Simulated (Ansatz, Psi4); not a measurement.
Two rigid molecules brought together: HBr ··· CH3Cl (SMILES Br and CCl), singlet. Monomers: optimised at B3LYP-D3(BJ) (def2-TZVP), held rigid. Orientation: lowest of the rigid-body minima from ten starts at GFN2-xTB. Only R, the distance of the centres of mass, is varied, so the lowest point isn't the relaxed dimer.

Levels of theory: SAPT0/jun-cc-pVDZ, frozen core (Psi4); PBE0/def2-TZVP, counterpoise-corrected (Psi4); PBE/def2-TZVP, counterpoise-corrected (Psi4); wB97X-V/def2-TZVP, counterpoise-corrected (Psi4); CCSD(T)/aug-cc-pVTZ = Ansatz (a program for electronic structure) with CCSD(T) on RHF/aug-cc-pVTZ, cores with 3d frozen, counterpoise-corrected.

Cost and agreement with CCSD(T)/aug-cc-pVTZ over the 12 points of the scan, with CCSD(T)/aug-cc-pVTZ as yardstick. Costs are rough ratios of core time within Psi4 on shared cores, each with its mean field (Kohn-Sham runs search longer for lower solutions than correlated ones do); the miss is the largest difference from CCSD(T) of the interaction energy, in kcal/mol.

Q: Which is the cheapest of these levels that stays within 1.5 kcal/mol of CCSD(T)/aug-cc-pVTZ?

A: SAPT0/jun-cc-pVDZ.

| level | relative cost | largest difference |
|---|---|---|
| SAPT0/jun-cc-pVDZ | 1 | 0.71 |
| PBE0/def2-TZVP | 2 | 2.03 |
| PBE/def2-TZVP | 2 | 2.65 |
| wB97X-V/def2-TZVP | 20 | 0.97 |

Costs within a factor of two of each other count as equal.
